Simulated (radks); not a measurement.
Results of a calculation; reference values are marked as such.
Task: Excited configurations of Sn I: one electron is placed in a higher orbital outside [Kr] 4d10 5s2 5p1. The ground configuration is [Kr] 4d10 5s2 5p2. Level of theory: Dirac Kohn-Sham, PBEsol, spin-unpolarised, spherical densities, finite nucleus; open shells fill j = l - 1/2 first; Fermi nuclear charge, rms radius 4.6519 fm (a radial shooting solver on a logarithmic mesh with Libxc functionals). Excitation = E - E(ground); binding = E(ion) - E, where the ion is the core of charge +1; n* = 1/sqrt(2 binding) in atomic units, and the quantum defect is n - n*.

outer orbital  excitation (eV)  binding (eV)     n*  quantum defect  eigenvalue (eV)  <r> (bohr)
4f5/2                    6.218         0.905  3.877           0.123           -0.427       17.36
5d3/2                    5.366         1.757  2.783           2.217           -0.682       8.738
6p1/2                    5.036         2.087  2.553           3.447           -1.147       9.359
7s1/2                    5.632         1.491  3.021           3.979           -0.904       14.63
7p1/2                    5.969         1.154  3.433           3.567           -0.688       18.14
7f5/2                    6.781         0.342  6.305           0.695           -0.223       61.61

Estimate the row for 5f5/2.

Result: excitation (eV) 6.497; binding (eV) 0.626; n* 4.663; quantum defect 0.337; eigenvalue (eV) -0.360; <r> (bohr) 29.40. The Delta-SCF ionisation energy is 7.123 eV (NIST Atomic Spectra Database: 7.344 eV, measured). Self-interaction in the functional shifts the binding energies and quantum defects, so they are the method's values and not measured ones. Spin polarisation and multiplet splitting are left out, so open shells lie too high by an amount that depends on their filling.

Beside tabulated values, note that spin-unpolarised runs miss the spin-polarisation part of the exchange energy of open shells.
